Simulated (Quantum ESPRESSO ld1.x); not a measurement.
One sound ld1.x (Quantum ESPRESSO 7.5) input for neutral lanthanum gives E = -8491.09 hartree in 30 iterations:

```
 &input
    zed=57.0,
    iswitch=1,
    rel=2,
    dft='PZ',
    config='[Xe] 5d1 6s2',
    verbosity='high',
    lsmall=.true.,
    prefix='ld1',
    max_out_wfc=37,
    file_charge='ld1.rho',
 /
```

Changed or added lines, one case at a time, and what came of them:

- xmin=-3.0: silently wrong. The mesh starts too far from the nucleus; the run ends without a warning, but the energy is off by -2.606 hartree against the default mesh.
- rmax=4.0: not converged. The mesh cuts the orbital tails; the cycle ends with warnings and the numbers are not to be used.
- beta=2.0: harmless. The Broyden-type mixing copes: 57 iterations against 30, same energy.
- rel=1 relpert=.true.: refused. The program stops in ld1_readin with "perturbative SO-splitting for AE calculations with rel=0 only": the perturbative correction needs rel = 0.
- config='[Xe] 5d1 6s2 8s1': refused. The program stops in el_config with "wrong main quantum number": the config string takes n from 1 to 7 alone.
- config='[Xe] 5d1 6s2 5g1': refused. The program stops in el_config with "l not found:G": the config string knows s, p, d and f alone.
- lsd=2: refused. The program stops in ld1_readin with "lsd not correct": lsd takes 0 or 1.
